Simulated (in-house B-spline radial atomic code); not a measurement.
Results of a calculation; reference values are marked as such.
## Making a Troullier-Martins p channel for Sn, r_c = 3.24 bohr

Sn, [Kr] 4d10 5s2 5p2, non-relativistic PBE, spherical and spin-unpolarised, from an all-electron radial atomic-structure program (B-spline basis) (atomic units). The all-electron 5p level is ε = -0.138529 hartree, its outermost node lies just inside 1.12 bohr and its outer maximum at 2.57 bohr.

Inside r_c the pseudo-orbital is u(r) = r^2 exp(p(r)), with p = c0 + c2 r² + c4 r⁴ + … + c12 r¹². The seven coefficients follow from p and its first four derivatives at r_c, from zero curvature of the screened potential at the origin, c4 = −c2²/(2l + 5), and from the norm inside r_c. At r_c the all-electron orbital has P = 0.5564566, P' = -0.1235736, the screened potential V = -0.3243523, V' = 0.2311095, V'' = -0.2154674, and the norm inside is Q = 0.5640564.

What are p, p' and p'' at r_c?

p = ln(P/r_c^2) = ln(0.5564566/10.4976) = -2.93731. p' = P'/P − 2/r_c = -0.22207 − 0.61728 = -0.83936. The radial equation gives p'' = 2(V − ε) − 2(2) p'/r_c − p'² = -0.37165 − (-1.03624) − 0.70452 = -0.03992. Differentiating, p''' = 2V' + 2(2)p'/r_c² − 2(2)p''/r_c − 2p'p'' = 0.12466, and p'''' = 2V'' − 4(2)p'/r_c³ + 4(2)p''/r_c² − 2(2)p'''/r_c − 2p''² − 2p'p''' = -0.21176.

For a trial c2 the five matching conditions are linear in c0, c6, c8, c10 and c12, and c2 is varied until the norm inside r_c equals Q. The root nearest zero gives:

```csv
n,c_n
0,-1.633693
2,-0.07640477
4,-0.0008339555
6,-0.002490333
8,0.000390878
10,-2.302236e-05
12,4.927179e-07
```

Check c4 and p(r_c), and find the screened pseudopotential at the origin.

−c2²/7 = -0.000833956, as listed. The terms c_n r_c^n are -1.63369, -0.80207, -0.09190, -2.88089, 4.74680, -2.93494, 0.65938, which sum to -2.93731. Inverting the radial equation, V_l(r) = ε + 2 p'/r + (p'' + p'²)/2, so V_l(0) = ε + (2l + 3) c2 = -0.138529 + 5 × (-0.0764048) = -0.5206 hartree, finite where the all-electron potential diverges.

Orbitals and screened potentials:

```
r (bohr)        P        u  V all-electron  V pseudo
   0.324   0.1104  0.02033          -54.51   -0.5213
    0.81  -0.2256   0.1217          -8.929   -0.5441
   1.296   0.1648   0.2851          -2.826   -0.6302
   1.782   0.4619   0.4602           -1.27   -0.7348
   2.268   0.5855   0.5769         -0.7218   -0.7058
   2.754   0.5999   0.5992         -0.4687   -0.5004
    3.24   0.5565   0.5565         -0.3244   -0.3244
```

Logarithmic derivatives P'/P at R = 3.54 bohr, for energies E around ε:

| E − ε (hartree) | all-electron | pseudo |
| --- | --- | --- |
| -0.5 | 0.850664 | 0.847183 |
| -0.25 | 0.468255 | 0.465746 |
| -0.1 | 0.104309 | 0.103382 |
| 0 | -0.281568 | -0.281568 |
| 0.1 | -0.973577 | -0.978518 |
| 0.25 | -6.26082 | -6.87534 |
| 0.5 | 2.44941 | 2.20588 |

With P(R) = 0.5157337 and a norm of 0.6504908 inside R, what slope in energy does norm conservation fix?

d(P'/P)/dE = −2 × (norm inside R)/P(R)² = -4.8913 per hartree·bohr at E = ε, for both atoms, since orbital and norm agree at R. Differences over ±0.1 hartree give -5.3894 (all-electron) and -5.4095 (pseudo), which also hold third-order terms. Half a hartree below ε the two curves differ by -0.0035.
